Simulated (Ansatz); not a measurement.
GeH5N (SMILES [NH2][GeH3]) moved off its minimum; all values from Ansatz (a first-principles code), cores frozen in correlated methods.
(charge 0, multiplicity 1)
```xyz
7

Ge    -0.37521     0.02309     0.09853
N      1.45167    -0.09207    -0.21775
H     -0.98090    -0.90448    -0.87795
H     -0.68429     1.49284    -0.26818
H     -0.81426    -0.26651     1.47686
H      1.81338    -1.10916    -0.03791
H      1.93057     0.55521     0.37493
```

| level | largest force (eV/Å) | on atom | rms difference from CCSD(T)/cc-pVTZ (eV/Å) | dipole (D) |
|---|---|---|---|---|
| HF/def2-TZVPP | 3.55 | H6 | 0.311 | 1.50 |
| PBE/def2-TZVPP | 2.84 | N2 | 0.126 | 1.27 |
| r2SCAN/def2-TZVPP | 2.86 | N2 | 0.093 | 1.31 |
| B3LYP/def2-TZVPP | 2.91 | N2 | 0.080 | 1.33 |
| wB97M-V/def2-TZVPP | 2.94 | N2 | 0.117 | 1.36 |
| MP2/cc-pVTZ | 2.97 | N2 | 0.054 | 1.35 |
| CCSD(T)/cc-pVTZ | 2.90 | N2 | 0.000 | 1.33 |

The differences count from one level among others, with limits of its own. Forces at CCSD(T)/cc-pVTZ (eV/Å):

```
atom      Fx      Fy      Fz
----  ------  ------  ------
Ge1    0.998   1.209  -0.848
N2     0.341  -2.878  -0.012
H3    -0.683  -0.830  -0.756
H4    -0.175  -0.023   0.094
H5    -0.453  -0.304   1.339
H6    -0.679   2.720  -0.251
H7     0.652   0.107   0.435
```
